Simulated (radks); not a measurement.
Problem. Radial electron density D(r) = 4 pi r^2 rho(r) of an atom or ion with 14 electrons. All-electron calculation, scalar-relativistic Kohn-Sham, exchange-only LDA, spin-polarised, spherical densities, point nucleus. Program: a radial shooting solver on a logarithmic mesh with Libxc functionals.

```
   r/bohr * D(r) (the largest magnitude, 20.7, reaches the edge; | marks zero)
 0.008042 |     *
  0.01014 |        *
  0.01279 |             *
  0.01626 |                  *
   0.0205 |                         *
  0.02586 |                                 *
  0.03287 |                                          *
  0.04146 |                                                  *
  0.05228 |                                                      *
  0.06646 |                                                      *
  0.08382 |                                                 *
   0.1057 |                                          *
   0.1333 |                                     *
   0.1695 |                                       *
   0.2137 |                                               *
   0.2695 |                                                      *
   0.3426 |                                                    *
   0.4321 |                                       *
   0.5449 |                       *
   0.6927 |            *
   0.8736 |         *
    1.102 |         *
    1.389 |        *
    1.766 |   *
    2.228 |*
    2.809 *
    3.571 *
    4.504 *
```

What is the nuclear charge?

Solution. Z = 18. The innermost maximum, from 1s, lies near gamma/Z bohr with gamma = sqrt(1 - (Z/c)^2) = 0.991, here 0.0551 bohr (found: 0.0585), and its height grows with Z. The density is that of the argon ion Ar4+ in [Ne] 3s2 3p2; the configuration itself is not fixed sharply by these data, and Z only to about a unit. D(r) has 3 maxima, at r = 0.0585, 0.292, 1.07 bohr, and minima at 0.141, 0.867 bohr, inside which lie 2.16, 10.50 electrons.
